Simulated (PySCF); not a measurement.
Spectra and structures to be paired. Computed with TDDFT CAM-B3LYP/def2-SVPD, vertical, gas phase, core orbitals frozen in the response (PySCF). Geometries: PBE0-D3(BJ)/def2-SVP; one conformer of each isolated species. Triplets are in the Tamm–Dancoff approximation. Relativistic effects are left out although some hold elements past zinc.

A. `[GeH3][O][SiH2][SeH]`
B. `C=CCCC(C)=O`
C. `FC(F)(F)[C@H]1COCCO1`
D. `C=CC(=C)C(=C)C(N)=O`
E. `COC1=CC=CC=C1N`

Lowest singlet levels (six at most, fewer where fewer were computed) with oscillator strengths:

1. 5.45 eV (f 0.008); 6.06 eV (f 0.045); 6.46 eV (f 0.036); 7.11 eV (f 0.004); 7.15 eV (f 0.010); 7.21 eV (f 0.013); T1 5.02 eV
2. 4.86 eV (f 0.068); 5.47 eV (f 0.029); 5.55 eV (f 0.097); 5.99 eV (f 0.002); 6.10 eV (f 0.004); 6.49 eV (f 0.349)
3. 7.35 eV (f 0.003); 7.69 eV (f 0.079); 7.90 eV (f 0.026); 8.16 eV (f 0.010); 8.30 eV (f 0.025); 8.80 eV (f 0.012); T1 7.11 eV
4. 4.93 eV (f 0.076); 4.96 eV (f 0.005); 5.53 eV (f 0.343); 6.19 eV (f 0.022); 6.27 eV (f 0.015); 6.35 eV (f 0.084)
5. 4.53 eV (f 0.000); 6.95 eV (f 0.046); 7.22 eV (f 0.004); 7.32 eV (f 0.056); 7.40 eV (f 0.462); 7.82 eV (f 0.003)

**Question.** Which spectrum belongs to which structure?

**Answer.** 1 = A, 2 = E, 3 = C, 4 = D, 5 = B.
- A: S1 at 5.45 eV, HOMO→LUMO (56%), HOMO→LUMO+3 (19%), HOMO→LUMO+2 (18%); Löwdin shares by element: HOMO selenium 79%, silicon 8%, hydrogen 6% or more; LUMO selenium 36%, germanium 17%, hydrogen 15% or more, silicon 14% (atoms not listed hold the other 19%); HOMO -8.44 and LUMO 0.53 eV.
- B: S1 at 4.53 eV, HOMO→LUMO (59%), HOMO-1→LUMO (37%); Löwdin shares by element: HOMO carbon 44% or more, oxygen 31% (atoms not listed hold the other 25%); LUMO carbon 51% or more, oxygen 32% (atoms not listed hold the other 17%); HOMO -8.62 and LUMO 0.69 eV.
- C: S1 at 7.35 eV, HOMO→LUMO (81%), HOMO→LUMO+4 (8%); Löwdin shares by element: HOMO oxygen 55%, carbon 18% or more (atoms not listed hold the other 27%); LUMO carbon 27% or more, hydrogen 18% or more (atoms not listed hold the other 55%); HOMO -9.03 and LUMO 1.23 eV.
- D: S1 at 4.93 eV, HOMO→LUMO (72%), HOMO→LUMO+1 (24%); Löwdin shares by element: HOMO carbon 75% or more (atoms not listed hold the other 25%); LUMO carbon 65% or more (atoms not listed hold the other 35%); HOMO -7.86 and LUMO -0.24 eV.
- E: S1 at 4.86 eV, HOMO→LUMO (79%), HOMO-1→LUMO+2 (12%); Löwdin shares by element: HOMO carbon 42% or more, nitrogen 21% (atoms not listed hold the other 37%); LUMO carbon 60% or more (atoms not listed hold the other 40%); HOMO -6.79 and LUMO 1.17 eV.
D and E have S1 within 0.08 eV of each other; their strongest listed levels stand at 5.53 eV (f 0.343) and 6.49 eV (f 0.349).
